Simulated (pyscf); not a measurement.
Single points on ωB97X-D3(BJ)/def2-SVP structures (PySCF, gas phase).

### Question
PBE/def2-TZVP puts the barrier of `[F][W]([F])(=[S])=[S]` → `[F][W]1([F])[S][S]1` [singlet] (ring closure; singlet surface; none broken, S–S formed) at 61.4 kcal/mol and the reaction energy at +51.7 kcal/mol, from the reactant's lowest minimum found. What do r²SCAN/def2-TZVP, PBE0-D3(BJ)/def2-TZVP, ωB97M-D3(BJ)/def2-TZVP give on the same structures?

### Answer
r²SCAN: ΔE‡ = 66.6 kcal/mol, ΔE = +54.4 kcal/mol; PBE0-D3(BJ): ΔE‡ = 64.7 kcal/mol, ΔE = +47.2 kcal/mol; ωB97M-D3(BJ): ΔE‡ = 64.8 kcal/mol, ΔE = +42.5 kcal/mol. PBE's barrier lies under all of them, by 3.3 to 5.2 kcal/mol. Its reaction energy lies among theirs. Low barriers are usual for a GGA, whose delocalisation error favours stretched bonds. One saddle was located; it need not be the lowest between these sides. 2 of the closed-shell references are unstable towards spin polarisation; treat their single-reference values with care. Elements past Kr carry the def2 core potentials, without spin-orbit coupling.
